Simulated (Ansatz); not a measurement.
Species: H3Al, SMILES `[AlH3]` (charge 0, multiplicity 1), formula H₃Al.

Question: How many basis functions does Ansatz (a first-principles code) with frozen-core CCSD(T)/aug-cc-pVTZ // B3LYP-D3(BJ)/def2-TZVPD use, how many core orbitals are frozen, and how many electrons are correlated?

Answer: 119 basis functions and 5 frozen orbitals, which leaves 6 correlated electrons. Core time is of the order of seconds.
